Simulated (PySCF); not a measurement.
## Computed properties of CdI2, SMILES [I][Cd][I]

CdI2, SMILES [I][Cd][I]. Geometry optimised at r2SCAN-D4/def2-SVP. The isomer is the one that the SMILES or the coordinates give; other isomers of the formula were not compared. The def2 effective core potentials stand for the cores of Cd, I; spin–orbit coupling is left out. One conformer was computed; it need not be the lowest. All values are computed for the isolated molecule unless a solvent is named; none is compared with measurement here.

**Structure.** The optimised structure has D∞h symmetry. All 4 harmonic modes at r2SCAN-D4/def2-SVP (PySCF) are real, so it is a minimum. With heavy atoms numbered as in [Cd:1]([I:2])[I:3], the shortest bond between them is Cd1–I2 at 2.592 Å and the longest Cd1–I3 at 2.592 Å.

**Vibrations.** The strongest infrared lines (harmonic, unscaled, degenerate partners summed) lie at 269 cm⁻¹ (36 km/mol, Cd 69 %, I 31 %), 52 cm⁻¹ (6 km/mol, Cd 69 %, I 31 %). The softest mode is at 52 cm⁻¹ and the zero-point energy is 0.7 kcal/mol.

**Electronic structure.** r2SCAN/def2-TZVPD (PySCF) places the frontier levels at -6.91 and -3.00 eV, a gap of 3.91 eV, and gives a dipole moment of 0.00 D and a mean polarisability of 110.3 bohr³. PBE/def2-TZVPD (PySCF) at the same geometry gives -6.63 and -3.19 eV, so its gap is 0.47 eV narrower. An orbital gap is neither the optical nor the fundamental gap.

**Excitations.** TDA-ωB97X/def2-SVPD (PySCF) has S1 at 4.56 eV (272 nm, f = 0.000, dark); the most intense of the 10 singlets computed lies at 5.87 eV (f = 0.12). Strengths of degenerate partners are summed. T1 (TDA) is at 4.23 eV, 0.33 eV under S1. TDA-PBE/def2-SVPD (PySCF) puts S1 at 3.55 eV. No vertical singlet excitation falls in the visible range (under 3.1 eV).
